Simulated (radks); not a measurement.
Spherical quantum dot in the effective-mass picture: electrons in a well V = -V0 / (1 + exp((r - R)/a)) with V0 = 10, R = 3.33, a = 0.27, with a point charge +2 (a donor) at the centre, all in effective atomic units (hartree* = m*/eps^2 hartree, bohr* = eps/m* bohr), one dielectric constant everywhere. Calculated with a radial shooting solver with Libxc functionals: non-relativistic Kohn-Sham, exchange-only LDA, spin-polarised, spherical densities. Levels are named by radial order and angular momentum (1s, 1p, 1d, 2s, ...), and open shells are averaged over m.

N = 11, configuration 1s2 1p6 1d(up 1, down 0) 2s2. This is the lowest configuration that the search found. Occupied and some empty levels:

level    occupation  eigenvalue (hartree*)  <r> (bohr*)
1s up             1                -6.0296        1.371
1s down           1                -6.0129        1.349
1p up             3                -5.4374        2.056
1p down           3                -5.4070        2.053
2s up             1                -5.1142        1.623
2s down           1                -5.0949        1.640
1d up             1                -4.8985        2.234
1d down           0                -4.8661        2.233
1f up             0                -4.2417        2.361
1f down           0                -4.2089        2.362
2p up             0                -3.7118        1.833
2p down           0                -3.6927        1.833
1g up             0                -3.4746        2.467
1g down           0                -3.4421        2.468

Energy (hartree*): total -87.2020, kinetic 11.210, external -123.15, Hartree 28.908, exchange-correlation -4.1666.

Electron density:

r (bohr*)  n(r) (e/bohr*^3)
0.0801                3.252
0.281                 1.498
0.483                0.7234
0.684                0.3740
0.885                0.2168
1.09                 0.1510
1.29                 0.1299
1.49                 0.1286
1.69                 0.1328
1.89                 0.1326
2.09                 0.1226
2.29                 0.1014
2.50                0.07309
2.70                0.04443
2.90                0.02201
3.10               0.008740
3.30               0.002773
3.50              0.0007194
3.70              0.0001638
3.90             0.00003437
